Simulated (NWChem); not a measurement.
# C2H8Zr; SMILES [CH3][ZrH2][CH3]

All runs: NWChem. The geometry was optimised at PBE0/def2-SVP. No frequency run checked for a minimum. def2 effective core potentials on Zr; no spin-orbit coupling. Level PBE/def2-SVP: energy and gradient on several grids; changes count from the extra-fine grid, which is no exact limit either.

Q: Which is the coarsest grid (xcoarse; fine; xfine; coarse; medium) from which on the energy stays within 100 μHa and each gradient component within 200 μHa/bohr of xfine?

A: medium.
```
grid     size of the energy change (μHa)  largest change of a gradient component (μHa/bohr)
-------  -------------------------------  -------------------------------------------------
xcoarse                              300                                               7000
coarse                                50                                                600
medium                              < 10                                                 80
fine                                < 10                                               < 30
xfine                               < 10                                               < 30
```
